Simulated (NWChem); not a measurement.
System: C$_{3}$H$_{7}$NSi; SMILES CC#C[SiH2]N

NWChem input:

```
start job
memory heap 200 mb stack 900 mb global 1100 mb
geometry units angstroms noautosym noautoz
  C      3.107626    -0.049973    -0.282809
  C      1.684246    -0.068454    -0.021350
  C      0.498796    -0.080477     0.190316
  Si    -1.311106    -0.115269     0.546132
  N     -2.069006     0.415228    -0.910811
  H      3.355167     0.779648    -0.945271
  H      3.656451     0.068398     0.651657
  H      3.413438    -0.983451    -0.755881
  H     -1.655562    -1.482454     0.982232
  H     -1.690199     0.864711     1.566792
  H     -1.772061     0.014743    -1.785876
  H     -3.066624     0.550288    -0.917688
end
basis spherical
  * library 6-31g*
end
dft
  xc b3lyp
  iterations 150
end
driver
  maxiter 120
end
task dft optimize
task dft freq
```

The level has its own optimisation; frequencies are unscaled. Brackets give each atom's bonded neighbours.

Question: Give the results of this calculation. (B3LYP/6-31G* (spherical d).) Quantities: r C–C [C(CC)–C(CHHH)] (Å); r C–H (Å); r C–C [C(CC)–C(CSi)] (Å); r C–Si (Å); highest harmonic frequency (cm⁻¹); lowest (cm⁻¹); zero-point energy (kcal/mol); dipole (D).

Answer: 
| Property | Result |
|---|---|
| r C–C [C(CC)–C(CHHH)] (Å) | 1.459 |
| r C–H (Å) | 1.097 |
| r C–C [C(CC)–C(CSi)] (Å) | 1.217 |
| r C–Si (Å) | 1.823 |
| highest harmonic frequency (cm⁻¹) | 3650 |
| lowest (cm⁻¹) | 11 |
| zero-point energy (kcal/mol) | 57.0 |
| dipole (D) | 1.25 |
